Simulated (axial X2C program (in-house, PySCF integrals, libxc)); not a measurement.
# Nuclear properties of MoSe⁺

Computed with an in-house all-electron X2C program for linear molecules (integrals from PySCF): two-component X2C with atomic mean-field Coulomb and Gaunt terms, Gaussian nuclei, basis Mo dyall-cv3z, Se dyall-cv3z with contracted cores.

R = 2.229 Å (near the PBE0 minimum at charge 1 of the determinant lowest at the starting distance; the state shown can have its own minimum elsewhere).

Determinant lowest in the PBE0 search, Ω = 3/2 (⟨Sz⟩ = 1.50, ⟨Lz⟩ = 0.00 at PBE0), spin on the atoms Mo 2.04, Se -0.54:

```
 level  Eeff magnitude (GV/cm)  Ws magnitude Mo (kHz)  Ws magnitude Se (kHz)  A∥/gI Mo (MHz)  qzz Mo (a.u.)  A∥/gI Se (MHz)  qzz Se (a.u.)
  PBE0                    2.39                  0.588                  0.166             748           0.01             162          -3.68
    HF                    3.79                  0.829                   0.39             300          -1.31             117          -6.14
r2SCAN                    2.05                  0.451                  0.189             871           0.15             152          -3.29
 PBE50                    2.99                  0.729                  0.222             582          -0.43             166          -4.59
   PBE                    1.78                  0.437                  0.116             886           0.28             128          -2.97
```

Eeff is the effective electric field on the electron electric dipole moment in this Ω state and Ws the scalar–pseudoscalar constant of the nucleus named (defined with the proton number Z and per Ω); A∥ (defined per Ω) follows by multiplying with gI = μI/(I μN); qzz is the electric field gradient, eQq0 = 234.96 MHz × Q/barn × qzz. The operators were transformed with the bare-nucleus X2C matrices; with these basis sets, hyperfine constants and field gradients can be off by tens of per cent, and where levels differ in sign neither size nor sign is settled.

(1) With gI(77Se) = 1.0701 (g factors from the IAEA table of nuclear moments by Stone), turn the PBE0 values of the first state into constants in MHz.

Each state is one determinant with collinear spin, which with several unpaired electrons need not be a pure state. Unrestricted Hartree–Fock can overshoot spin polarisation at the nuclei. This is the top spin component of a Σ state; components of lower Ω are not single determinants and can lie lower. With several open shells hyperfine constants can be off by a factor of several. Where Eeff spreads by more than a factor of two the levels disagree and none is to be relied on. In the state Ω = 3/2 the atomic spins oppose each other (2.04, -0.54): a broken-symmetry determinant whose values are not spin-projected. The search compared states at one distance, so a state with another bond length can lie lower. Further determinants of the search, some of them spin-mixed, are not shown. Where a field gradient or hyperfine factor spreads by more than a factor of two over the levels, a constant derived from it is not to be relied on.

Results:

(1) A∥(77Se) = 162 × 1.0701 = 173 MHz.
